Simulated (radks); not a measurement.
Results of a calculation; reference values are marked as such.
The nuclear charge of neutral silicon is varied continuously with 14 electrons held in [Ne] 3s2 3p2. Level of theory: Dirac Kohn-Sham, LDA (Slater exchange, Perdew-Wang correlation), spin-unpolarised, spherical densities, finite nucleus; open shells are shared between the two j in proportion to 2j + 1; Fermi nuclear charge, rms radius 3.1224 fm (a radial shooting solver on a logarithmic mesh with Libxc functionals). By the Hellmann-Feynman theorem dE/dZ = E(electron-nucleus)/Z, the electronic potential at the nucleus (averaged over a nucleus of fixed radius).

Z	E (hartree)	E(electron-nucleus)/Z (hartree)	HOMO	e(HOMO) (eV)	<r> HOMO (bohr)
13.75	-276.63171	-48.1891	3p3/2	-2.262	3.073
14	-288.82177	-49.3309	3p3/2	-4.152	2.797
14.25	-301.29692	-50.4700	3p3/2	-6.315	2.583
14.5	-314.05661	-51.6073	3p3/2	-8.732	2.408
14.75	-327.10046	-52.7433	3p3/2	-11.389	2.262
15	-340.42820	-53.8784	3p3/2	-14.277	2.136

The central difference of E at Z = 14 is -49.330 hartree, to compare with the third column; the second derivative is -4.56 hartree.
